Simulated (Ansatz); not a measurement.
Geometry optimisation, DFT LDA, scalar-relativistic, plane waves, PAW (Ansatz 0.2.0).

Input file:

```yaml
crystal:
  lattice:
    - [5.973961, 0.0, 0.0]
    - [0.0, 5.973961, 0.0]
    - [0.0, 0.0, 5.973961]
  atoms:
    - { symbol: O, position: [0.9448904, 0.4519949, 0.5550914] }
    - { symbol: H, position: [1.0938543, 0.4532421, 0.6190813] }
    - { symbol: H, position: [0.958219, 0.354029, 0.4265942] }
    - { symbol: O, position: [0.4807144, 0.9324674, 0.5398379] }
    - { symbol: H, position: [0.4566094, 0.9547899, 0.3810702] }
    - { symbol: H, position: [0.4659759, 0.7722214, 0.5595989] }
    - { symbol: O, position: [0.5635388, 0.388312, 0.489948] }
    - { symbol: H, position: [0.4570382, 0.2665173, 0.5004445] }
    - { symbol: H, position: [0.5140356, 0.4726677, 0.360642] }
    - { symbol: O, position: [0.5128185, 0.3462175, 1.0205801] }
    - { symbol: H, position: [0.5425913, 0.3968426, 0.8694603] }
    - { symbol: H, position: [0.5739539, 0.1961034, 1.0244171] }
    - { symbol: Ag, position: [0.0657105, 0.8978665, 0.0728675] }
    - { symbol: F, position: [0.9589851, 0.3986969, 0.9337419] }
basis:
  ecutwfc: 420.0
kpoints:
  mp_grid: { grid: [1, 1, 1] }
hamiltonian:
  xc: lda
scf:
  occupations: { method: fermi_dirac, width: 0.02 }
  lower_state_search: "off"
relax:
  f_tol: 0.3
  max_steps: 15
  adjacent_minimum: "off"
```

Command:

```bash
$ ansatz run input.yaml --threads 1 --pin off --max-ram 3072MiB --backend cpu --events-out ev --progress --plain --runs-dir out
```

Task: Where does it end, and by what steps?

Result: It did not converge within its limit. Limits of this set-up: coarse k mesh. After 14 steps the energy has fallen by 5.901 eV; Ag13 moved furthest, 1.62 Å. Joined: Ag13–F14.

| step | energy less start (eV) | largest force component (eV/Å) | accepted |
| --- | --- | --- | --- |
| 0 | 0.0000 | 1.085 | yes |
| 1 | -0.6474 | 2.061 | yes |
| 2 | -1.1687 | 1.799 | yes |
| 3 | -1.6971 | 2.086 | yes |
| 4 | -2.4679 | 1.902 | yes |
| 5 | -3.2683 | 1.490 | yes |
| 6 | -3.2198 | 4.224 | no |
| 7 | -3.6015 | 0.558 | yes |
| 8 | -3.7910 | 0.461 | yes |
| 9 | -4.0666 | 0.480 | yes |
| 10 | -4.3659 | 0.679 | yes |
| 11 | -4.7103 | 0.876 | yes |
| 12 | -5.0891 | 1.014 | yes |
| 13 | -5.4931 | 1.031 | yes |
| 14 | -5.9006 | 0.831 | yes |

```xyz
14
Lattice="5.9740 0.0000 0.0000 0.0000 5.9740 0.0000 0.0000 0.0000 5.9740" Properties=species:S:1:pos:R:3
O 6.143 3.318 3.802
H 6.007 2.566 4.468
H 5.376 3.155 3.190
O 2.397 5.359 3.258
H 2.490 5.730 2.358
H 2.613 4.399 3.135
O 3.433 2.704 2.648
H 3.015 1.979 3.153
H 3.291 2.381 1.702
O 3.249 1.493 6.289
H 2.869 2.003 5.545
H 4.229 1.420 6.031
Ag 0.490 5.550 -1.172
F 5.708 1.444 5.494
```

Run time: 8.7 s on 1 thread of AMD EPYC 9R14 (Zen 4), on a shared host, peak memory 0.38 GiB.
